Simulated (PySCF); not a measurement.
IrSe₃⁺, singlet: data card

These are results of PBE0 in PySCF with Ir def2-SVP with ECP60, Se def2-SVP; scalar-relativistic core potentials, no spin–orbit coupling; density-fitted integrals, not measurements.

The structure is a minimum.

Coordinates in bohr (charge 1 multiplicity 1):
```
Ir    0.0000    0.0000    0.0000
Se    4.1343    0.0000    0.0000
Se   -2.0671    3.5804    0.0000
Se   -2.0672   -3.5804    0.0000
```

* Point group: D3h
* Bond lengths: Ir–Se 2.188 Å (×3)
* Bond angles: Se–Ir–Se 120.0° (×3)
* Dipole moment about the centre of mass: 0.00 D
* Rotational constants: 0.02938, 0.02938, 0.01469 cm⁻¹
* Highest occupied level: -12.37 eV
* Entropy at 298.15 K and 1 bar: 360.7 J/(mol K)
* Lowest empty level: -10.00 eV
* Principal quadrupole moments (Buckingham, traceless) about the centre of mass: -13.55, 6.77, 6.77 D Å
* Zero-point energy: 8.1 kJ/mol
* Rotational symmetry number: 6
* Heat capacity Cp at 298.15 K: 77.2 J/(mol K)
* Enthalpy at 298.15 K above 0 K: 18.60 kJ/mol
* Principal polarisabilities: 52.3, 136.0, 136.0 bohr³

Harmonic modes (masses in u: Ir 192.963, Se 79.917):
```
symmetry  ω (cm⁻¹)  IR (km/mol, summed over degenerate members)     type
    a2''        68                                          1.9     bend
      e'       101                                          6.4     bend
     a1'       326                                          0.0  stretch
      e'       381                                          6.2  stretch
```

In D3h the vibrations span a2'' + 2e' + a1'. The a1' mode carries no infrared intensity, as symmetry demands.

Charges (e):
| atom | Mulliken | Löwdin | polar tensor | Mayer order to Ir1 |
| --- | --- | --- | --- | --- |
| Ir1 | 0.31 | -0.60 | 0.43 | – |
| Se2,3,4 | 0.23 | 0.53 | 0.19 | 1.66 |
Other Mayer orders above 0.3: Se–Se 0.55 (×3).

Mulliken populations on Ir1 (electrons outside its core potential): s 2.87, p 6.23, d 7.56, f 0.04.

Outer orbital energies (eV). occupied: -16.64, -15.84, -15.84, -13.80, -13.60, -13.60, -13.17, -12.37; empty: -10.00, -10.00, -8.63, -8.63.

Formally Ir is in oxidation state +7, d2, with 0 unpaired electrons (the high-spin count would be 2). The polar-tensor charge on Ir, 0.43, is far below the formal one.

This need not be the most stable arrangement of these atoms. Spin–orbit coupling, left out here, can matter for elements this heavy.

The final relaxation and frequency run took 79 s on 4 threads of a shared Intel Xeon @ 2.50GHz (Skylake/Cascade Lake) host, with 128 basis functions and 7 gradients; the process peaked at 1.4 GiB.
